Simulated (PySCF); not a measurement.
# How methods differ on the ionisation energy of Se²⁺

Se²⁺ [Ar] 3d10 4s2 4p2 (3P) → Se³⁺ [Ar] 3d10 4s2 4p1 (2P), as a difference of total energies. All numbers are calculated (PySCF 2.14, scalar relativity through the core potential, in aug-cc-pVDZ-PP with ECP10MDF). Correlated levels: valence: 3s2 3p6 3d10 frozen. The calculations carry no spin-orbit coupling.

| method | ionisation energy (eV) |
| --- | --- |
| UHF | 30.974 |
| LDA | 31.632 |
| PBE | 31.475 |
| PBE0 | 31.554 |
| r2SCAN | 31.773 |
| PBEsol | 31.489 |
| CAM-B3LYP | 31.569 |
| M06-2X | 31.269 |
| wB97X-V | 31.330 |
| MP2 (valence) | 31.236 |
| SCS-MP2 (valence) | 31.173 |

Task: How much does correlation contribute at MP2 (valence)?

Result: 31.236 − (30.974) = 0.262 eV, measured against UHF.

The reference lies between the lowest fine-structure levels, while these numbers refer to the centres of the terms.

Errors of the correlated levels include the incompleteness of this basis and the frozen core.

For comparison: 31.697 ± 0.019 eV (measured; NIST Atomic Spectra Database, ionization energies).
